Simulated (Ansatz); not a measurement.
B$_{2}$Cl$_{2}$F$_{2}$H$_{2}$O$_{2}$, SMILES `F[B@-]1(Cl)[OH+][B@-](F)(Cl)[OH+]1` at its PBE0-D4/def2-TZVP geometry, where that method's forces vanish. Charge 0, multiplicity 1.

```xyz
10

F    -1.9107   -0.3517   -0.3958
B    -0.6682   -0.1259   -0.8667
Cl   -0.4845   -0.0993   -2.6392
O     0.3695   -1.0303   -0.1615
B     0.8713    0.1623    0.6766
F     2.1660    0.3988    0.4841
Cl    0.3256    0.0694    2.3990
O    -0.0196    1.0930   -0.1700
H    -0.0134   -1.7572    0.3436
H    -0.6360    1.6409    0.3300
```

(1) What forces (eV/Å) does PBE-D4/def2-TZVPP give on these atoms in Ansatz? (Estimate.)

Answers

(1) The calculation gave: 
```
F1  -0.608 -0.111  0.188
B2   0.041  0.006 -0.240
Cl3  0.037  0.005 -0.299
O4   0.350 -0.253 -0.291
B5  -0.162 -0.029  0.281
F6   0.630  0.115 -0.090
Cl7 -0.090 -0.016  0.297
O8   0.238  0.359 -0.294
H9  -0.170 -0.300  0.226
H10 -0.266  0.222  0.224
```
